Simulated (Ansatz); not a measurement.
The cluster Cu2F2. The state is a singlet with charge 0. Geometry PBE-D4/def2-SVP, basis def2-TZVP, Ansatz.

```xyz
4

Cu   -0.438   -0.014   -1.061
Cu    0.438    0.014    1.060
F     1.002    1.175   -0.429
F    -1.002   -1.175    0.429
```

```json
{"run": "A", "HOMO (eV)": "-5.04", "LUMO (eV)": "-3.44"}
{"run": "B", "HOMO (eV)": "-8.42", "LUMO (eV)": "-1.44"}
{"run": "C", "HOMO (eV)": "-5.08", "LUMO (eV)": "-3.08"}
{"run": "D", "HOMO (eV)": "-6.89", "LUMO (eV)": "-2.07"}
{"run": "E", "HOMO (eV)": "-6.79", "LUMO (eV)": "-2.28"}
```

No other spin state of charge 0 was run. Another isomer (singlet) lies 0.23 eV lower at PBE-D4/def2-TZVP; other spin states weren't run for this one.

The runs used CAM-B3LYP, PBE, PBE0, r2SCAN, r2SCAN0. Estimate which is which.

A PBE (0 % exact exchange); B CAM-B3LYP (range-separated); C r2SCAN (0 % exact exchange); D r2SCAN0 (25 % exact exchange); E PBE0 (25 % exact exchange). Exact exchange lowers occupied and raises empty levels; among semilocal functionals meta-GGAs tend to open the gap a little, and such runs are hard to tell apart. The gap grows from 1.60 eV (PBE) to 6.98 eV (CAM-B3LYP).
